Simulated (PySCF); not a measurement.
C₂H₆N, SMILES C=[NH+]C, charge +1.

Coordinates come from a B3LYP-D3(BJ)/def2-TZVP optimisation. The isomer is the one that the SMILES or the coordinates give; other isomers of the formula were not compared.

Computed with PySCF with CAM-B3LYP/def2-TZVPD.

Isolated molecule, no solvent.

Estimate the frontier levels, gap, dipole moment and polarisability. (An estimate is asked for; the answer gives what the named calculation found.)


```json
{
 "highest_occupied_level": "-17.45 eV",
 "lowest_empty_level": "-6.56 eV",
 "orbital_gap": "10.89 eV",
 "dipole_moment_about_the_centre_of_nuclear_charge": "0.291 e·Å",
 "mean_static_polarisability": "29.4 bohr³ (4.36 Å³)",
 "polarisability_principal_values": "22.1, 27.2, 39.0 bohr³"
}
```
